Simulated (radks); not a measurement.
Q: The praseodymium ion Pr32+, 27 electrons, occupied as [Ar] 3d9. All-electron calculation, scalar-relativistic Kohn-Sham, BLYP, spin-polarised, spherical densities, finite nucleus; open shells are filled with parallel spins first (spin-orbit coupling, left out, can overturn this in heavy ions); Fermi nuclear charge, rms radius 4.8919 fm. Program: a radial shooting solver on a logarithmic mesh with Libxc functionals. Some entries of the table are withheld. Estimate them.

orbital  occ.  eigenvalue (eV)  r(max) (bohr)
1s up       1        -43093.66        0.01541
1s down     1        -43093.62        0.01541
2s up       1        -7970.976        0.08714
2s down     1        -7967.919        0.08712
2p up       3        -7269.391        0.07014
2p down     3        -7267.033        0.07013
3s up       1        -2600.935            (1)
3s down     1        -2597.489            (2)
3p up       3        -2378.343         0.2395
3p down     3        -2374.831         0.2396
3d up       5        -2078.191         0.1950
3d down     4        -2073.950         0.1951

A: 
(1) 3s up r(max) (bohr): 0.2456
(2) 3s down r(max) (bohr): 0.2457
